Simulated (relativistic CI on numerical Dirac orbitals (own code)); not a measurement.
## d3 in a ligand field

Computed with a parametric ligand-field model of a d^n configuration (Racah B and C, spin-orbit zeta, crystal field), exact diagonalisation.

Field parameters in Wybourne normalisation: Oh B⁴₀ = 21Dq, B⁴₄ = √(5/14) B⁴₀; Td as Oh with Dq negative (B⁴₀ = 21Dq, B⁴₄ = √(5/14) B⁴₀). The field is a parameter set, without covalency.

Q: Ground term and bands for B = 850, C = 3170, ζ = 0 cm⁻¹, Oh, 10Dq = 5250 cm⁻¹?

A: Ground term 4A2 with 0.00 electrons in the two orbitals of the cubic e set. Spin-allowed: 4T2 5250 cm⁻¹ (1905 nm), 4T1 9011 cm⁻¹ (1110 nm), 4T1 19489 cm⁻¹ (513 nm). Lowest spin-forbidden: 2E 14849 cm⁻¹ (673 nm), 2T1 15547 cm⁻¹ (643 nm), 2A1 18160 cm⁻¹ (551 nm). With an A2 ground term the first spin-allowed band lies at |10Dq| itself.

Q: Ground term and bands for B = 610, C = 2850, ζ = 0 cm⁻¹, Oh, 10Dq = 12550 cm⁻¹?

A: Ground term 4A2 with 0.00 electrons in the two orbitals of the cubic e set. Spin-allowed: 4T2 12550 cm⁻¹ (797 nm), 4T1 18315 cm⁻¹ (546 nm), 4T1 28485 cm⁻¹ (351 nm). Lowest spin-forbidden: 2E 12969 cm⁻¹ (771 nm), 2T1 13521 cm⁻¹ (740 nm), 2T2 19086 cm⁻¹ (524 nm). With an A2 ground term the first spin-allowed band lies at |10Dq| itself.

Q: Ground term and bands for B = 530, C = 2690, ζ = 0 cm⁻¹, Oh, 10Dq = 29300 cm⁻¹?

A: Ground term 4A2 with 0.00 electrons in the two orbitals of the cubic e set. Spin-allowed: 4T2 29300 cm⁻¹ (341 nm), 4T1 35254 cm⁻¹ (284 nm), 4T1 60596 cm⁻¹ (165 nm). Lowest spin-forbidden: 2E 12295 cm⁻¹ (813 nm), 2T1 12639 cm⁻¹ (791 nm), 2T2 19580 cm⁻¹ (511 nm). With an A2 ground term the first spin-allowed band lies at |10Dq| itself.

Q: A d3 ion in Td symmetry has the ground term 4T1 and bands at 2E 6570 cm⁻¹ (1522 nm), 4T2 10340 cm⁻¹ (967 nm), 2T1 16093 cm⁻¹ (621 nm), 2T2 16689 cm⁻¹ (599 nm), 4T1 21379 cm⁻¹ (468 nm), 4A2 21940 cm⁻¹ (456 nm). Which parameters reproduce them?

A: B = 820, C = 3960, ζ = 0 cm⁻¹, Td, 10Dq = -11600 cm⁻¹.

Q: Ground term and bands for B = 300, C = 1200, ζ = 0 cm⁻¹, Oh, 10Dq = 31550 cm⁻¹?

A: Ground term 4A2 with 0.00 electrons in the two orbitals of the cubic e set. Spin-allowed: 4T2 31550 cm⁻¹ (317 nm), 4T1 35038 cm⁻¹ (285 nm), 4T1 64112 cm⁻¹ (156 nm). Lowest spin-forbidden: 2E 6100 cm⁻¹ (1639 nm), 2T1 6236 cm⁻¹ (1604 nm), 2T2 10014 cm⁻¹ (999 nm). With an A2 ground term the first spin-allowed band lies at |10Dq| itself.
